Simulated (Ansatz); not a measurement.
Frontier orbitals of C$_{3}$H$_{6}$BF$_{3}$O (`CC(C)=[O+][B-](F)(F)F`).

```xyz
14

C     1.131   -0.093    0.689
C    -0.298    0.143    0.366
C    -1.215    0.593    1.442
O    -0.761   -0.012   -0.764
B     0.104   -0.504   -2.097
F    -0.822   -0.461   -3.074
F     1.103    0.421   -2.201
F     0.539   -1.755   -1.763
H     1.450   -1.051    0.274
H     1.724    0.671    0.178
H     1.314   -0.048    1.761
H    -1.251   -0.178    2.219
H    -2.213    0.785    1.055
H    -0.805    1.489    1.916
```

The species carries charge 0 and has multiplicity 1. All single points use the PBE0-D4/def2-TZVP geometry. It is one conformer, not always the lowest. Basis def2-TZVPP, the Gaussian-basis code of Ansatz.

Orbital energies of one run (eV). Highest occupied ones, from the top: -9.85, -10.55, -11.05, -11.09, -11.64, -11.66, -11.93, -12.14, -12.32, -12.78, -13.33, -14.08, -14.34, -14.87. Empty: -2.10, 1.02, 2.57, 2.76, 2.79, 3.05.

(1) Which functional gave them?
A. BHLYP
B. r2SCAN0
C. LC-ωPBE
D. PBE

## Answers

(1) B. HOMO energies: r2SCAN0 -9.85, LC-ωPBE -12.39, PBE -7.89, BHLYP -11.25 eV.

LC-ωPBE has ω = 0.4 bohr⁻¹.
